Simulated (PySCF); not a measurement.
ScCl at PBE0

Level: PBE0. basis Sc def2-TZVPP, Cl def2-TZVPP; no relativity; PySCF 2.14.

```
state                                                     : ³Π (triplet), unpaired electrons σ ↑, π ↑, a second solution, started from another occupation
bond length                                               : 2.328 Å
harmonic wavenumber                                       : 388 cm⁻¹
force constant                                            : 1.75 mdyn/Å
rotational constant Be                                    : 0.1582 cm⁻¹
anharmonicity ωexe                                        : 1.37 cm⁻¹
vibration–rotation constant αe                            : 0.000803 cm⁻¹
energy of the minimum from ground-state Sc (3d1 4s2) + Cl : -4.47 eV
bond order (Mayer)                                        : 1.18
dipole moment (positive dipole means Sc(−)Cl(+))          : -3.45 D
```
